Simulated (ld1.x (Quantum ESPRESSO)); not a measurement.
Before and after: TM potential for Pt

- Element: Pt
- Generator: ld1.x (Quantum ESPRESSO) 7.5
- Type: norm-conserving Troullier–Martins (Kleinman–Bylander form)
- Functional: PBE
- Relativity: scalar-relativistic
- Frozen core: [Kr] 4d10 4f14
- Valence charge: 18
- Reference configuration: 5s2 5p6 5d7 6s0 6p0 (charge +3)
- Partial waves: 5p (bound): rc 1.00 bohr; 5d (bound): rc 2.05 bohr; 5s (bound): rc 1.10 bohr
- Local potential: the s channel
- Core correction: a·sin(br)/r model core, default radius (core density twice the valence density)

All-electron outer shells of the reference configuration (PBE, scalar-relativistic, ld1.x):

```
shell  level (eV)  outermost node (bohr)  outermost maximum (bohr)
   5s     -137.04                   0.49                      0.87
   4f     -105.61                      –                      0.38
   5p      -90.85                   0.53                      0.98
   5d      -38.77                   0.57                      1.23
   6s      -32.36                   1.12                      2.10
   6p      -23.14                   1.31                      2.57
```

Change: wave 5d (bound): rc 2.05 bohr becomes 5d (bound): rc 2.76 bohr.

Cutoffs: the cutoffs (Ry, on a coarse ladder) from which the occupation-weighted sum of valence levels, in a spherical-Bessel basis at the reference potential, stays within 10 and 1 mRy of its value at 400 Ry; they do not see the model core or the augmentation charge, which bear on the density cutoff. Errors are all-electron minus pseudo energies relative to the spin-unpolarised reference configuration.

Question: What does the change do?

Answer: The potential gets neither clearly harder nor softer (160 Ry and 260 Ry → 160 Ry and 260 Ry); the s channel sets the loose cutoff, while the largest relative change is in d, which becomes softer; of the 7 tests that both files solve, the error grows in 3 and shrinks in 0 by more than 15 % and 0.3 meV (median size 111.2 → 122.2 meV); neither file shows a bound ghost. More of the atom is replaced by a form fitted at one configuration, so other configurations suffer.

```tsv
quantity	base	changed
cutoff, loose	160 Ry	160 Ry
cutoff, tight	260 Ry	260 Ry
loose cutoff by channel (10 mRy a level)	p 90 Ry, d 35 Ry, s 110 Ry	p 90 Ry, d 30 Ry, s 110 Ry
bound ghosts	none	none
error for 5s2 5p6 5d9 6s1 6p0, meV [ΔE -61.38 eV]	+194	+179
error for 5s2 5p6 5d9 6s0 6p0, meV [ΔE -52.18 eV]	+8.0	+48
error for 5s2 5p6 5d8 6s0 6p0, meV [ΔE -32.22 eV]	+5.9	+25
error for 5s2 5p6 5d9 6s0.5 6p0, meV [ΔE -57.68 eV]	+111	+122
error for 5s2 5p6 5d10 6s0 6p0, meV [ΔE -61.39 eV]	+8.0	+43
error for 5s2 5p6 5d8 6s2 6p0, meV [ΔE -60.37 eV]	+430	+377
error for 5s2 5p6 5d8 6s1 6p1, meV [ΔE -54.81 eV]	+260	+230
```
